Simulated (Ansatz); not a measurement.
B₂F₂H₆N₂ (`F[B@H-]1[NH2+][B@@H-](F)[NH2+]1`). The species carries charge 0 and has multiplicity 1.

```xyz
12

F     0.1856    2.1596   -0.3628
B     0.6570    0.8786   -0.1837
N     0.0336    0.2046    1.1238
B    -0.4713   -0.9895    0.1902
F    -1.8302   -1.1778    0.3050
N    -0.1058   -0.1615   -1.1263
H     1.8540    0.7369   -0.2348
H     0.6738   -0.0331    1.8680
H    -0.7341    0.7455    1.5101
H     0.2171   -1.9733    0.3076
H    -0.9247    0.2445   -1.5686
H     0.4449   -0.6346   -1.8285
```

Q: Give the diagnostics of a CCSD(T)/def2-TZVPP run (frozen core, Ansatz). (An estimate is asked.)

A: Computed: T1 = 0.0104, largest single amplitude 0.013, largest double 0.016, (T) share of the correlation energy 3.2 %, 9 CCSD cycles. The RHF solution is stable towards an unrestricted one. T1 lies under the customary mark of 0.02 for closed shells.
